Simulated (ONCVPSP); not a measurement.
# Reading a pseudo-wave (Ti)

Columns: radius, all-electron u(r) and pseudo u(r) of the 3s shell (level -63.97 eV) of titanium in the configuration [Ne] 3s2 3p6 3d2 4s1 4p1; PBE, scalar-relativistic, ONCV scheme, ONCVPSP 4.0.1.

```json
{"r (bohr)": "0.090", "all-electron": "0.0104", "pseudo": "0.1465"}
{"r (bohr)": "0.180", "all-electron": "-0.5242", "pseudo": "0.2922"}
{"r (bohr)": "0.270", "all-electron": "-0.5176", "pseudo": "0.4353"}
{"r (bohr)": "0.360", "all-electron": "-0.1854", "pseudo": "0.5730"}
{"r (bohr)": "0.450", "all-electron": "0.2279", "pseudo": "0.7010"}
{"r (bohr)": "0.540", "all-electron": "0.5911", "pseudo": "0.8139"}
{"r (bohr)": "0.630", "all-electron": "0.8577", "pseudo": "0.9061"}
{"r (bohr)": "0.720", "all-electron": "1.0226", "pseudo": "0.9728"}
{"r (bohr)": "0.810", "all-electron": "1.0995", "pseudo": "1.0107"}
{"r (bohr)": "0.900", "all-electron": "1.1093", "pseudo": "1.0188"}
{"r (bohr)": "0.990", "all-electron": "1.0721", "pseudo": "0.9985"}
{"r (bohr)": "1.080", "all-electron": "1.0049", "pseudo": "0.9537"}
{"r (bohr)": "1.170", "all-electron": "0.9208", "pseudo": "0.8898"}
{"r (bohr)": "1.260", "all-electron": "0.8293", "pseudo": "0.8132"}
{"r (bohr)": "1.350", "all-electron": "0.7370", "pseudo": "0.7300"}
{"r (bohr)": "1.440", "all-electron": "0.6480", "pseudo": "0.6457"}
{"r (bohr)": "1.530", "all-electron": "0.5649", "pseudo": "0.5644"}
{"r (bohr)": "1.620", "all-electron": "0.4890", "pseudo": "0.4889"}
{"r (bohr)": "1.710", "all-electron": "0.4208", "pseudo": "0.4208"}
{"r (bohr)": "1.800", "all-electron": "0.3604", "pseudo": "0.3604"}
{"r (bohr)": "1.890", "all-electron": "0.3075", "pseudo": "0.3074"}
{"r (bohr)": "1.980", "all-electron": "0.2614", "pseudo": "0.2613"}
{"r (bohr)": "2.070", "all-electron": "0.2215", "pseudo": "0.2215"}
{"r (bohr)": "2.160", "all-electron": "0.1873", "pseudo": "0.1872"}
{"r (bohr)": "2.250", "all-electron": "0.1580", "pseudo": "0.1579"}
{"r (bohr)": "2.340", "all-electron": "0.1330", "pseudo": "0.1330"}
```

Task: How many radial nodes do the two functions have?

Result: The all-electron 3s function has n − l − 1 = 2; the pseudo-wave has 0, since the states of the same l below it are removed with the core.

Task: At about which radius was the pseudo-wave matched?

Result: 1.70 bohr. The columns agree to 0.0005 from 1.53 bohr on; several derivatives are matched, so the curves merge somewhat inside the radius.

Task: Is the pseudo-wave norm-conserving?

Result: Yes: the ONCV scheme keeps the norm inside the radius equal to the all-electron one, which fixes the energy derivative of the logarithmic derivative at the level.
